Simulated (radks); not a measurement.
Results of a calculation; reference values are marked as such.
Task: W55+, 19 electrons, occupied as [Ar] 3d1. Code: a radial shooting solver on a logarithmic mesh with Libxc functionals. Model: scalar-relativistic Kohn-Sham, PBE, spin-unpolarised, spherical densities, point nucleus. Some entries of the table are withheld. Estimate them.

| orbital | occ. | eigenvalue (eV) | <r> (bohr) |
|---|---|---|---|
| 1s | 2 | -73406.51 | 0.01834 |
| 2s | 2 | -15806.62 | 0.07695 |
| 2p | 6 | -14321.40 | 0.06878 |
| 3s | 2 | -6087.099 | (1) |
| 3p | 6 | -5645.780 | 0.1861 |
| 3d | 1 | -5229.786 | (2) |
| 4s | 0 | -3169.054 | 0.3574 |
| 4p | 0 | -2991.703 | (3) |

Result: 
(1) 3s <r> (bohr): 0.1887
(2) 3d <r> (bohr): 0.1649
(3) 4p <r> (bohr): 0.3609
